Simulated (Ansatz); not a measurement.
`C[SiH2]N[SiH2]O` + `SS` → `O[SiH2]SS` + `C[SiH2]N`  (ligand exchange at the Si–N bond)

Calculated with Ansatz (gas phase, PBE0-D4/def2-TZVP geometries, no zero-point term in ΔE). CBS: MP2 limit from def2 TZ/QZ plus the TZ coupled-cluster correction, frozen cores. This one scheme is used for every species. DFT in def2-TZVPP. Each species was taken in one conformer, which may not be the lowest.

| level | ΔE (kcal/mol) | difference from CCSD(T)/CBS |
| --- | --- | --- |
| r2SCAN-D4 | 1.3 | -1.0 |
| ωB97X-V | 2.4 | 0.1 |
| ωB97M-V | 2.3 | 0.0 |
| B2PLYP | 2.6 | 0.3 |
| r2SCAN | 1.2 | -1.1 |
| PBE0 | 0.8 | -1.5 |
| MP2/def2-TZVPP | 2.2 | -0.1 |
| CCSD(T)/def2-TZVPP | 3.1 | 0.8 |
| MP2/def2-QZVPP | 1.9 | -0.4 |
| MP2/CBS(def2) | 1.4 | -0.9 |
| CCSD(T)/CBS | 2.3 | 0 |

Largest T1 diagnostic among the species: 0.012.

In def2-TZVPP, CCSD(T) changes the Hartree–Fock value by −1.9 kcal/mol (the triples alone add −0.6 kcal/mol) and MP2 by −2.8 kcal/mol. From PBE to PBE0 (25 % exact exchange), in def2-TZVPP and without D4, ΔE moves by +0.8 kcal/mol.
